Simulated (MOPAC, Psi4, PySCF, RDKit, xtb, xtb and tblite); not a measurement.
Two geometries of C₄H₁₂OSi, SMILES C(C)C[SiH2]OC, relaxed at GFN2-xTB with one dihedral held; other torsions can differ between them too.

Structure A

```
18

C     -3.1218     0.2167     0.0023
C     -1.7945    -0.5301    -0.0688
C     -0.6012     0.3961     0.1449
Si     0.9508    -0.5518     0.6572
O      2.0773     0.6135     0.7420
C      3.4188     0.4705     1.0884
H     -3.2499     0.6676     0.9840
H     -3.9556    -0.4590    -0.1765
H     -3.1551     1.0079    -0.7444
H     -1.7923    -1.3098     0.6964
H     -1.7000    -1.0285    -1.0349
H     -0.8513     1.1103     0.9325
H     -0.4314     0.9851    -0.7566
H      0.7796    -1.2155     1.9582
H      1.3341    -1.5860    -0.3149
H      3.8890     1.4533     1.0415
H      3.5184     0.0710     2.1004
H      3.9283    -0.2064     0.3985
```

Structure B

```
18

C      3.1743     0.0259     0.0262
C      1.7576    -0.5204    -0.0784
C      0.6726     0.5371     0.1123
Si     1.0221     2.2123    -0.6973
O     -0.4255     2.9375    -0.5604
C     -0.7622     4.2259    -0.9672
H      3.3085     0.5586     0.9647
H      3.8972    -0.7868    -0.0132
H      3.3813     0.7120    -0.7890
H      1.6221    -1.3171     0.6580
H      1.6401    -0.9717    -1.0674
H     -0.2776     0.1395    -0.2457
H      0.5421     0.7094     1.1838
H      1.4133     2.1104    -2.1120
H      2.0511     3.0022    -0.0059
H     -1.8104     4.3981    -0.7203
H     -0.6218     4.3421    -2.0446
H     -0.1449     4.9691    -0.4569
```

Problem. Which is lower in energy at the level PBE0-D3(BJ)/def2-SVP // GFN2-xTB in Psi4, and by how much?

Solution. A is lower, by 0.64 kcal/mol (dihedral C1–C2–C3–Si4: 160° in A, 40° in B).

E(B) − E(A) in kcal/mol at the other levels, on the same two geometries: GFN2-xTB (xtb and tblite) 0.40; MMFF94 // GFN2-xTB (RDKit) 4.61; PBE0/def2-SVP // GFN2-xTB (Psi4) 1.02; PBE/def2-SVP // GFN2-xTB (Psi4) 1.05; PBE-D3(BJ)/def2-SVP // GFN2-xTB (Psi4) 0.65; UFF // GFN2-xTB (RDKit) 3.65; PM3, restricted, heats of formation // GFN2-xTB (MOPAC) 1.50; PM6, restricted, heats of formation // GFN2-xTB (MOPAC) 0.91; GFN1-xTB // GFN2-xTB (xtb) 0.05; restricted B3LYP/6-31G*, spherical d, density fitting // GFN2-xTB (PySCF) 1.52; restricted Hartree-Fock/6-31G*, spherical d, density fitting // GFN2-xTB (PySCF) 1.78; restricted Hartree-Fock/LANL2DZ, with its core potentials past Ne // GFN2-xTB (PySCF) 1.56; restricted M06-2X/6-31G*, spherical d, density fitting // GFN2-xTB (PySCF) 0.53.

MMFF94 has few fitted parameters for silicon.
